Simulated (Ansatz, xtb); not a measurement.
**BBrGeH6Si: which of two isomers lies lower**

Structure I is `[BH2][GeH2][SiH2]Br`, a singlet and structure II is `B[Si@@H]([GeH3])Br`, a singlet. Both are isolated molecules in the gas phase, relaxed with B3LYP-D3(BJ)/def2-SVP; the shapes shown needn't be the lowest conformers.

I (Å):

```xyz
10

B     1.7257    0.8994   -0.2466
Br   -1.8797   -2.2377    2.5764
Ge   -0.1463    0.2651    0.3148
Si    0.1468   -1.4940    1.9322
H     2.3082    0.3551   -1.1494
H     2.2859    1.7704    0.3683
H    -0.9996    1.3422    1.0182
H    -0.9758   -0.3556   -0.8297
H     0.8619   -1.0107    3.1461
H     0.8945   -2.6477    1.3591
```

II (Å):

```xyz
10

B     0.7009    0.1391   -2.9103
Br   -1.7810   -2.3822   -2.5044
Ge    0.6037   -1.4856    0.2439
Si    0.3375   -1.6677   -2.1447
H     1.8462    0.5002   -3.0304
H    -0.1850    0.9128   -3.1653
H     1.2516   -2.7371   -2.6406
H     0.2597   -2.8429    0.8882
H    -0.3516   -0.4086    0.7956
H     2.0546   -1.1011    0.6074
```

Estimate E(II) − E(I) at the level CCSD(T)/def2-SVP + ΔMP2/def2-TZVPP.

Not settled: CCSD(T)/def2-SVP + ΔMP2/def2-TZVPP gives E(II) − E(I) = +1.90 kcal/mol, but this leans on the basis-set step: CCSD(T) alone gives +0.69 kcal/mol.

How the difference moves with the method:

| level | geometry | E(II) − E(I) (kcal/mol) | departure from the last row (kcal/mol) | job, with rough time for the two |
| --- | --- | --- | --- | --- |
| GFN2-xTB | GFN2-xTB | +6.24 | +4.35 | optimisation, 0.2 s |
| HF/STO-3G | GFN2-xTB | +2.56 | +0.66 | single point, 0.72 s |
| r2SCAN-D4/def2-SVP | GFN2-xTB | +1.46 | −0.44 | single point, 5.5 s |
| B3LYP-D3(BJ)/def2-SVP | B3LYP-D3(BJ)/def2-SVP | +0.51 | −1.39 | optimisation, 64 s |
| HF/def2-SVP | B3LYP-D3(BJ)/def2-SVP | +1.09 | −0.80 | part of the CCSD(T) run |
| MP2/def2-SVP | B3LYP-D3(BJ)/def2-SVP | +1.09 | −0.81 | part of the CCSD(T) run |
| CCSD(T)/def2-SVP | B3LYP-D3(BJ)/def2-SVP | +0.69 | −1.21 | single point |
| CCSD(T)/def2-SVP + ΔMP2/def2-TZVPP | B3LYP-D3(BJ)/def2-SVP | +1.90 |  | single point, 66 s |

As drawn, II has 1 B–Si, 1 Ge–H in place of 1 B–Ge, 1 Si–H.

The largest departure from CCSD(T)/def2-SVP + ΔMP2/def2-TZVPP is that of GFN2-xTB, 4.35 kcal/mol. The last row adds to CCSD(T) the change of the MP2 difference between the two basis sets, here +1.21 kcal/mol.

With thermal terms from frequencies at re-optimised GFN2-xTB minima (ideal gas, soft modes damped towards free rotors, one conformer each, 298.15 K, 1 atm): on the last row, ΔE + ΔZPE = +1.30, ΔH = +1.51, ΔG = +0.94 kcal/mol.

The correlated steps freeze 24 core orbitals; the filled d shell of Br and Ge is correlated, in a basis made for valence electrons. Mirror images aren't counted in ΔG. Programs: Ansatz 0.2.0, xtb 6.7.1; the last row on 2 threads of Arm Neoverse V1 on a shared host.
